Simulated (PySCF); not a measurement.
C2H8O3Sn, SMILES C[CH2][Sn]([OH])([OH])[OH] (connectivity only; charge and spin as stated), charge +1, multiplicity 2. Atoms are numbered in the order given.

```xyz
14

O      0.0275     1.7366     1.1974
Sn     0.3233     0.1679     0.0146
O      0.9211    -1.4871     0.9319
O      1.3160     0.5647    -1.6575
C     -1.8577    -0.3625    -0.7318
C     -2.4306    -1.4462     0.1014
H      0.1231     1.5181     2.1517
H      1.6500    -1.9399     0.4514
H      1.4463     1.5276    -1.8102
H     -2.2729     0.6584    -0.6114
H     -1.5560    -0.6048    -1.7710
H     -2.6185    -1.1584     1.1544
H     -1.8771    -2.4033     0.0457
H     -3.4476    -1.6554    -0.3349
```
Charge +1, spin multiplicity 2.

Coordinates come from a PBE-D3(BJ)/def2-SVP optimisation. The def2 effective core potentials stand for the cores of Sn; spin–orbit coupling is left out. The values are those of a single conformer.

Method: PySCF with C-PCM-B3LYP/def2-SVP.

The values are the electrostatic part of the solvation free energy, E(continuum) − E(gas) at the gas-phase geometry, in a cavity of scaled van der Waals radii (PySCF's table); cavitation and dispersion terms are not included. A continuum can't describe solvent molecules that bind to the metal.

```
solvent                    ε  ΔG(elec) (kcal/mol)
---------------------  -----  -------------------
water                  78.36                -61.2
N,N-dimethylformamide  37.22                  ___
1-octanol               9.86                -55.6
```

Task: What belongs in the gaps? (An estimate is asked for; the answer gives what the named calculation found.)

Result: 
- N,N-dimethylformamide, ΔG(elec) (kcal/mol): -60.3
